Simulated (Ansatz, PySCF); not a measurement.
C3H9AlFN, singlet, at a GFN2-xTB geometry (such geometries of metal compounds can be far from the true shape), with bond 11-6 at 1.4 times its length. Base run: CASSCF(4,5)/STO-3G run with PySCF.

Input for PySCF:
```python
from pyscf import gto, scf, mcscf
import numpy

mol = gto.M(
    atom='''
Al    0.22603485   -0.23152777    1.42647924
F     0.38964719    0.69895453    2.78009930
H     0.03723400   -1.70328833    1.71159671
N     0.30753244    0.57067660   -0.16114689
C     0.12952520    0.06055031   -1.51254365
C     0.02650165   -1.45521576   -1.43571210
C    -1.12003097    0.65713383   -2.16444931
H     0.42978215    1.58094686   -0.17358701
H     1.00412940    0.33062603   -2.12560423
H    -0.06996357   -1.89366963   -2.42557643
H     1.26938456   -2.01495204   -0.75281555
H    -0.84223849   -1.72143147   -0.83465525
H    -1.25030696    0.26227208   -3.16896569
H    -1.99733788    0.40878852   -1.57018326
H    -1.03955413    1.74050683   -2.22596146
''',
    basis='sto-3g',
    verbose=4,
)

mf = scf.RHF(mol)
mf.kernel()
mc = mcscf.CASSCF(mf, 5, 4)
mc.fix_spin_(ss=0.0)
mc.kernel()
occ = numpy.linalg.eigvalsh(mc.fcisolver.make_rdm1(mc.ci, mc.ncas, mc.nelecas))[::-1]
ss = mc.fcisolver.spin_square(mc.ci, mc.ncas, mc.nelecas)[0]
print('natural occupations', occ.round(4), ' <S^2>', round(ss, 4))
```

Programs used: Ansatz (a first-principles code), PySCF; a row that names a program was run with it.

Each row names what was changed in the base input (with any setting that the change needs).

```json
[
 {"change": "base", "ΔE vs base (mEh)": "0.000", "natural occupations": "1.98 1.97 0.02 0.02 0.00", "<S^2> of the state": "0.00"},
 {"change": "solver = newton", "ΔE vs base (mEh)": "0.000", "natural occupations": "1.98 1.97 0.02 0.02 0.00", "<S^2> of the state": "0.00"},
 {"change": "fix_spin_ = off", "ΔE vs base (mEh)": "0.000", "natural occupations": "1.98 1.97 0.02 0.02 0.00", "<S^2> of the state": "0.00"},
 {"change": "active space = 10 electrons, 9 orbitals", "ΔE vs base (mEh)": "-49.420", "natural occupations": "1.99 1.99 1.98 1.97 1.92 0.08 0.03 0.02 0.01", "<S^2> of the state": "0.00"},
 {"change": "active space = 8 electrons, 8 orbitals", "ΔE vs base (mEh)": "-36.424", "natural occupations": "2.00 1.99 1.97 1.92 0.08 0.03 0.01 0.00", "<S^2> of the state": "0.00"},
 {"change": "orbitals = fixed (CASCI)", "ΔE vs base (mEh)": "30.074", "natural occupations": "2.00 2.00 0.00 0.00 0.00", "<S^2> of the state": "0.00"},
 {"change": "active space = 6 electrons, 8 orbitals", "ΔE vs base (mEh)": "-8.544", "natural occupations": "1.99 1.98 1.97 0.03 0.02 0.01 0.00 0.00", "<S^2> of the state": "0.00"},
 {"change": "code = ansatz", "ΔE vs base (mEh)": "-22.604", "natural occupations": "-", "<S^2> of the state": "-"},
 {"change": "start = MP2 natural orbitals", "ΔE vs base (mEh)": "-22.631", "natural occupations": "1.98 1.92 0.08 0.02 0.00", "<S^2> of the state": "0.00"},
 {"change": "state_average = 2 states", "ΔE vs base (mEh)": "18.190", "natural occupations": "-", "<S^2> of the state": "-"},
 {"change": "orbitals = fixed (CASCI); correction = SC-NEVPT2", "ΔE vs base (mEh)": "-230.0", "natural occupations": "2.00 2.00 0.00 0.00 0.00", "<S^2> of the state": "0.00"}
]
```

Active orbitals are taken around the Fermi level unless the row says otherwise; CASSCF can end in different local minima, and two programs can end on different orbitals. State-averaged rows give the lowest state.
